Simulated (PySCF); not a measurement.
P⁺ (phosphorus, charge +1) across methods

[Ne] 3s2 3p1 3d1, one real determinant (an excited configuration). All numbers are calculated (PySCF 2.14, scalar relativity by spin-free X2C-1e, in x2c-QZVPPall with one added diffuse shell each of s, p, d, f type (10s7p5d3f1g, 86 functions)). The B2PLYP total includes its PT2 part (frozen core); its orbital energies are those of the SCF part.

```csv
method,E (hartree),mean ε 3s β (eV),mean ε 3p α (eV),mean ε 3d α (eV),Σ⟨r²⟩ (bohr²),⟨S²⟩
B2PLYP,-341.1938,-27.037,-19.648,-6.919,28.39,2.004
PBE0,-341.1800,-25.748,-18.318,-6.650,27.43,2.003
LC-wPBE,-341.1868,-28.628,-21.203,-8.436,26.95,2.004
PBE,-341.1668,-24.363,-16.875,-6.144,27.05,2.002
LDA,-340.0372,-24.556,-16.822,-6.010,27.13,2.001
wB97X-V,-341.2457,-28.330,-20.598,-8.127,27.44,2.002
B3LYP,-341.3383,-25.660,-17.946,-6.508,27.52,2.002
UHF,-340.74276,-28.874,-22.259,-7.516,29.93,2.010
r2SCAN,-341.2742,-24.609,-17.287,-6.126,27.14,2.004
```

⟨L²⟩ = 8.01 against 12 for a pure F term, so this real determinant mixes terms. The outer electron is Rydberg-like, and this basis confines it to a smaller radius and binds it less than a complete one would.
